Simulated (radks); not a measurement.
Results of a calculation; reference values are marked as such.
Q: The germanium ion Ge3+, configuration [Ar] 3d10 4s1 (the NIST ground configuration). Code: a radial shooting solver on a logarithmic mesh with Libxc functionals. Model: scalar-relativistic Kohn-Sham, LDA (Slater exchange, VWN5 correlation), spin-polarised, spherical densities, finite nucleus; open shells are filled with parallel spins first; Fermi nuclear charge, rms radius 4.0742 fm. Some entries of the table are withheld. Estimate them.

| orbital | occ. | eigenvalue (eV) | <r^2> (bohr^2) |
|---|---|---|---|
| 1s up | 1 | -10975.80 | 0.002981 |
| 1s down | 1 | -10975.70 | 0.002981 |
| 2s up | 1 | -1403.601 | 0.05221 |
| 2s down | 1 | -1403.555 | 0.05221 |
| 2p up | 3 | -1232.291 | 0.04143 |
| 2p down | 3 | -1232.239 | 0.04143 |
| 3s up | 1 | -201.9219 | 0.4514 |
| 3s down | 1 | -201.8086 | 0.4507 |
| 3p up | 3 | (1) | 0.4938 |
| 3p down | 3 | (2) | 0.4922 |
| 3d up | 5 | -63.5754 | (3) |
| 3d down | 5 | -63.3081 | (4) |
| 4s up | 1 | -41.5476 | 3.806 |
| 4s down | 0 | -39.9695 | 3.836 |

A: 
(1) 3p up eigenvalue (eV): -149.5655
(2) 3p down eigenvalue (eV): -149.4251
(3) 3d up <r^2> (bohr^2): 0.6727
(4) 3d down <r^2> (bohr^2): 0.6609
